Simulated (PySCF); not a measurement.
2,2-difluoro-1-silylethanone (C₂H₄F₂OSi), SMILES C(C(F)F)([SiH3])=O. Coordinates come from a PBE-D3(BJ)/def2-SVP optimisation. The values are those of a single conformer.

Computed equilibrium geometry at PBE-D3(BJ)/def2-SVP (PySCF confirms it by a frequency run) as Cartesian coordinates in Å, and its point group (one conformer of several):
point group Cs.
```xyz
10

O     -1.9011     0.4957     0.0000
C     -0.7125     0.2340     0.0000
Si     0.6401     1.6523     0.0000
C     -0.2188    -1.2262     0.0000
F      0.5601    -1.4038    -1.1078
F      0.5601    -1.4038     1.1078
H      0.3809     2.4752     1.2280
H      2.0472     1.1343     0.0000
H      0.3809     2.4752    -1.2280
H     -1.0551    -1.9615     0.0000
```
Charge 0, spin multiplicity 1.
